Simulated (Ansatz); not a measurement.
## Abstraction of H: C2H7GaO + CH3S2 → C2H6GaO + CH4S2

Species: C2H7GaO `C[O][GaH][CH3]`, singlet; CH3S2 (methyldithio radical) `CS[S]`, doublet; C2H6GaO `C[O][Ga][CH3]`, doublet; CH4S2 (methyl hydrodisulfide) `CSS`, singlet. A radical takes H: the energy is the difference in strength between the Ga–H bond broken and the S–H bond made.

Shapes, held fixed at every level: PBE0-D4/def2-TZVP. Flexible molecules stand in one conformer, not always the lowest. Programs: Ansatz 0.2.0. The zero-point and thermal change to 298 K, harmonic and unscaled (PBE0-D4/def2-TZVP), is +3.6 kJ/mol.

| level | kind | ΔH(298 K) (kJ/mol) | less CCSD(T)/def2-TZVPP |
| --- | --- | --- | --- |
| HF/def2-SVP | Hartree–Fock | +33.0 | -10.0 |
| HF/def2-TZVPP | Hartree–Fock | +33.9 | -9.1 |
| PBE-D4/def2-TZVPP | GGA | +36.2 | -6.8 |
| r2SCAN-D4/def2-TZVPP | meta-GGA | +42.3 | -0.7 |
| BHLYP-D4/def2-TZVPP | global hybrid | +41.5 | -1.5 |
| PBE0-D4/def2-TZVPP | global hybrid | +37.3 | -5.7 |
| wB97X-V/def2-TZVPP | range-separated hybrid | +44.6 | +1.6 |
| CCSD(T)/def2-TZVPP | coupled cluster or CI | +43.0 | 0.0 |

The highest level, CCSD(T)/def2-TZVPP, gives ΔH(298 K) = +43.0 kJ/mol; the levels span +33.0 to +44.6. The column of differences is taken from that level and isn't an error. No measured value is set beside it here. Open shells run unrestricted. Relativity is left out for Ga. Outer-core shells of Ga are correlated, in sets that cover them unevenly.
